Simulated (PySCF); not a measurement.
Spin-orbit coupling and the second ionisation energy along the 4p block

Two-component X2C-1e calculated with PySCF 2.14: MP2 on generalised Hartree-Fock spinors (GMP2), with spin-orbit coupling off and on (screened by Boettger's factors); no Breit or QED terms. Values in eV; the references (NIST) lie between the lowest levels. Elements whose determinants are no pure J levels are left out.

```json
{"element": "Ga (x2c-QZVPPall-2c, [Ne] frozen)", "configurations": "[Ar] 3d10 4s2 → [Ar] 3d10 4s1", "spin-free": "20.374", "with spin-orbit": "20.374", "shift": "0.000", "reference": "20.515"}
{"element": "Ge (x2c-QZVPPall-2c, [Ne] frozen)", "configurations": "[Ar] 3d10 4s2 4p1 → [Ar] 3d10 4s2", "spin-free": "15.658", "with spin-orbit": "15.809", "shift": "0.151", "reference": "15.935"}
{"element": "Br (x2c-QZVPPall-2c, [Ne] frozen)", "configurations": "[Ar] 3d10 4s2 4p4 → [Ar] 3d10 4s2 4p3", "spin-free": "21.179", "with spin-orbit": "21.358", "shift": "0.180", "reference": "21.591"}
{"element": "Kr (x2c-QZVPPall-2c, [Ne] frozen)", "configurations": "[Ar] 3d10 4s2 4p5 → [Ar] 3d10 4s2 4p4", "spin-free": "24.297", "with spin-orbit": "24.211", "shift": "-0.086", "reference": "24.360"}
```

The largest shift is at Br, 0.180 eV, where spin-orbit coupling lowers the species with more electrons by more than the one with fewer (starting occupations 4p1/2^2 4p3/2^2 and 4p1/2^2 4p3/2^1).

What remains against the references is mostly the basis and correlation beyond MP2.
